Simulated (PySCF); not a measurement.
## Worked example for chlorobenzene: ionisation energy to the radical cation

Structure: `Clc1ccccc1` (C6H5Cl).

Computed at ωB97X-D3(BJ)/ma-def2-TZVP // PBE0-D3(BJ)/def2-SVP with PySCF (density fitting, grid level 2). Zero-point energies come from unscaled PBE0-D3(BJ)/def2-SVP harmonic frequencies.

| state | structure | E / Eh |
| --- | --- | --- |
| parent | parent | -692.060926 |
| radical cation | parent | -691.723999 |
| radical cation | radical cation | -691.730919 |
| parent | radical cation | -692.053933 |

Zero-point energy of the radical cation less that of the parent: -0.027 eV. 1 Eh = 27.2114 eV.

Work out the vertical and adiabatic ionisation energy.

Vertical: (-691.723999) − (-692.060926) = 0.336927 Eh = 9.17 eV. Adiabatic: 0.330007 Eh = 8.980 eV, and 8.95 eV with zero-point energy.

And the inner reorganisation energy of self-exchange?

The radical cation relaxes by 188.3 meV and the parent by 190.3 meV, so λ = 379 meV.

Known limits: spin-orbit coupling is left out of the energies, which matters for open shells on the heavier atoms.
